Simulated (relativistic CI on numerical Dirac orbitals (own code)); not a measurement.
# Ti3+ (3d) in a crystal field

Calculated by Dirac-Coulomb-Breit CI, separate exchange-only KLI orbitals for each configuration, model QED (radiative potential, 1s self-energy scaled to tabulated hydrogen-like ionisation energies), valence Slater integrals scaled by 0.75, one configuration in a parametric crystal field (own radial code).

Field parameters in Wybourne normalisation: D3d B²₀ = −7Dσ, B⁴₀ = −14Dq − 21Dτ, B⁴₃ = −14√(10/7) Dq. The field is a parameter set, without covalency.

S is read from ⟨S²⟩ = S(S + 1).

Powder χT (cm³ K mol⁻¹) by Van Vleck's formula, with temperature-independent terms:

```
                                       Field      2 K     5 K    10 K    20 K   50 K  100 K  200 K  300 K
D3d, 10Dq = 20850, Dσ = -1200, Dτ = 200 cm⁻¹    0.013   0.019  0.0289  0.0488  0.111  0.226  0.375  0.446
 D3d, 10Dq = 20850, Dσ = -980, Dτ = 200 cm⁻¹   0.0111  0.0172  0.0274  0.0478  0.112  0.229  0.375  0.446
 D3d, 10Dq = 20850, Dσ = -760, Dτ = 200 cm⁻¹  0.00935  0.0156  0.0261  0.0471  0.114  0.233  0.378  0.449
 D3d, 10Dq = 20850, Dσ = -550, Dτ = 200 cm⁻¹  0.00791  0.0144  0.0252  0.0468  0.118  0.238  0.384   0.46
 D3d, 10Dq = 20850, Dσ = -330, Dτ = 200 cm⁻¹    0.196   0.199   0.204   0.214  0.245  0.293  0.384   0.45
 D3d, 10Dq = 20850, Dσ = -110, Dτ = 200 cm⁻¹    0.306   0.307   0.308   0.312  0.323  0.341  0.376  0.412
  D3d, 10Dq = 20850, Dσ = 110, Dτ = 200 cm⁻¹     0.33   0.331   0.332   0.334  0.341  0.353  0.376  0.399
  D3d, 10Dq = 20850, Dσ = 330, Dτ = 200 cm⁻¹     0.34   0.341   0.342   0.344  0.349  0.358  0.376  0.394
```

Question: For D3d, 10Dq = 20850, Dσ = 330, Dτ = 200 cm⁻¹: what effective moment follows at 300 K?

Answer: μ_eff = √(8χT) = 1.77 μB. The ground level has S = 0.50; the spin-only moment for S = 1/2 is 1.73 μB. The difference comes from the orbital moment, spin-orbit mixing of terms and temperature-independent paramagnetism, all larger in this ionic model than in covalent complexes.
